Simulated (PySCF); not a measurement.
## Correlation energy of N (nitrogen, neutral)

[He] 2s2 2p3, high-spin 4S determinant. All numbers are calculated (PySCF 2.14, the non-relativistic Hamiltonian (point nucleus), in def2-QZVPPD (8s4p4d2f1g, 63 functions)). Frozen: 1s2; 5 electrons correlated.

| level | correlation energy (mhartree) |
| --- | --- |
| CCSD | -117.89 |
| (T) | -2.83 |
| CCSD(T) | -120.72 |

Diagnostics: T1 = 0.0070, D1 = 0.0154, largest double amplitude 0.030.

Cost of the coupled-cluster step: about 6 core-seconds, for 5 correlated electrons.
